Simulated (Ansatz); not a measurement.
`CN(C)[Si]O` + HCl → `O[Si]Cl` + dimethylamine at 700 K and 1 bar (ligand exchange at the Si–N bond).

Isolated molecules relaxed with PBE0-D4/def2-TZVP in Ansatz; ΔE leaves out vibrations. CCSD(T)/CBS adds triple-zeta CCSD(T) − MP2 to the extrapolated MP2 energy (def2 sets, frozen cores). This one scheme is used for every species. One conformer a species, not always the lowest.

| species | CCSD(T)/CBS energy (Eh) | H − E (kJ/mol) | S (J/(mol·K)) |
| --- | --- | --- | --- |
| `CN(C)[Si]O` | -499.30678 | 333.5 | 464.9 |
| HCl | -460.38127 | 38.4 | 211.8 |
| `O[Si]Cl` | -824.69782 | 79.3 | 333.7 |
| `CNC` | -135.00321 | 296.9 | 352.4 |

H − E and S are ideal-gas, rigid-rotor, harmonic terms from PBE0-D4/def2-TZVP, for one conformer and one mirror image of each species. 1 Eh = 2625.50 kJ/mol, R = 8.31446 J/(mol·K).

Task: By hand: ΔE, ΔH, ΔS and ΔG.

Result: ΔE = (-824.69782) + (-135.00321) − (-499.30678) − (-460.38127) = -0.01298 Eh = -34.1 kJ/mol. Δ(H − E) = 79.3 + 296.9 − 333.5 − 38.4 = 4.3, so ΔH = -29.8 kJ/mol. ΔS = 333.7 + 352.4 − 464.9 − 211.8 = 9.4 J/(mol·K). ΔG = -29.8 − 700 × (9.4)/1000 = -36.4 kJ/mol.

Task: By hand: the equilibrium constant, and the temperature at which ΔG would vanish if ΔH and ΔS stayed fixed.

Result: log₁₀ K = −ΔG/(RT ln 10) = 2.7. ΔH and −TΔS have one sign here, so there is no such temperature.

The number of gas molecules stays the same, so ΔS is small and ΔH decides. A doubt of 5 kJ/mol in ΔE shifts log₁₀ K by 0.4 here. Other conformers and mirror images would add mixing entropy, several J/(mol·K) or more a flexible species. Modes under 60 cm⁻¹, often nearly free rotors, make the harmonic entropy too high. These are equilibria of isolated gas molecules and say nothing of rates. Largest T1 diagnostic: 0.014 (customary marks: 0.02 for closed shells, 0.045 for open ones).

ΔS is within the doubt of such terms, so its sign, and with it that verdict, could turn.
